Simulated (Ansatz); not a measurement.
Isolated molecules relaxed with PBE0-D4/def2-TZVP in Ansatz; ΔE leaves out vibrations. CBS: MP2 limit from def2 TZ/QZ plus the TZ coupled-cluster correction, frozen cores. This one scheme is used for every species. DFT in def2-TZVPP. B3LYP here is the variant with VWN-RPA as its local correlation; programs differ in this. Each species was taken in one conformer, which may not be the lowest.

Reaction (ligand exchange at a B–O bond): `BOC[SiH](F)F` + `C=N` → `BN=C` + `OC[SiH](F)F`

`BOC[SiH](F)F`:

Cartesian coordinates in Å:
```
B -0.826 -1.937 0.011
O -0.872 -0.666 -0.419
C -0.459 0.426 0.394
Si 1.022 1.252 -0.394
F 1.520 2.401 0.583
F 0.601 1.936 -1.759
H -0.444 -2.182 1.125
H -1.178 -2.778 -0.762
H -0.213 0.089 1.409
H -1.289 1.135 0.473
H 2.138 0.324 -0.662
```

`C=N`:

Z-matrix (Å, degrees):
```
C
N 1 1.261
H 1 1.096 2 124.9
H 1 1.092 2 118.8 3 -180.0
H 2 1.021 1 111.0 3 -0.0
```

`BN=C`:

```xyz
7

B    -0.040   -0.680   -1.110
N     0.002    0.025    0.041
C     0.040    0.672    1.099
H    -0.308   -1.845   -1.061
H     0.192   -0.113   -2.139
H    -0.849    1.175    1.492
H     0.963    0.765    1.678
```

`OC[SiH](F)F`:

Z-matrix (Å, degrees):
```
C
Si 1 1.867
O 1 1.419 2 112.4
H 1 1.094 2 109.6 3 -118.6
H 1 1.101 2 109.8 3 125.3
F 2 1.594 1 106.5 3 -48.2
F 2 1.586 1 111.2 3 67.8
H 2 1.478 1 115.2 3 -168.7
H 3 0.961 1 108.8 2 54.8
```

```
             level  ΔE (kJ/mol)  difference from CCSD(T)/CBS
         r2SCAN-D4         15.1                        -18.1
           PBE0-D4         17.2                        -16.0
          B3LYP-D4         21.8                        -11.4
           ωB97M-V         28.6                         -4.6
               PBE          7.4                        -25.8
            r2SCAN         14.6                        -18.6
             B3LYP         20.1                        -13.1
     HF/def2-TZVPP         48.4                         15.2
    MP2/def2-TZVPP         34.9                          1.7
   CCSD/def2-TZVPP         37.8                          4.6
CCSD(T)/def2-TZVPP         36.1                          2.9
     HF/def2-QZVPP         49.0                         15.8
SCS-MP2/def2-QZVPP         37.7                          4.5
      HF/CBS(def2)         49.1                         15.9
     MP2/CBS(def2)         32.0                         -1.2
    CCSD/CBS(def2)         34.9                          1.7
       CCSD(T)/CBS         33.2                            0
```

Largest T1 diagnostic among the species: 0.016.

From PBE to PBE0 (25 % exact exchange), in def2-TZVPP and without D4, ΔE moves by +8.7 kJ/mol. In def2-TZVPP, CCSD(T) changes the Hartree–Fock value by −12.3 kJ/mol (the triples alone add −1.7 kJ/mol) and MP2 by −13.6 kJ/mol.
